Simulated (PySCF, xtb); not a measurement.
CH₆O₂Si₂, SMILES O[Si@H]1OC[SiH2]1.

GFN2-xTB (xtb 6.7.1) at its own geometry gives an orbital gap of 3.94 eV and a dipole moment of 1.72 D.

Geometry: PBE-D3(BJ)/def2-SVP. The structure was generated by enumeration; whether it is a known compound was not checked. The values are those of a single conformer.

Problem. What does PySCF with PBE/def2-TZVP give? (An estimate is asked for; the answer gives what the named calculation found.)

Solution. gap 5.12 eV (levels -6.36 and -1.24 eV), dipole 1.94 D.
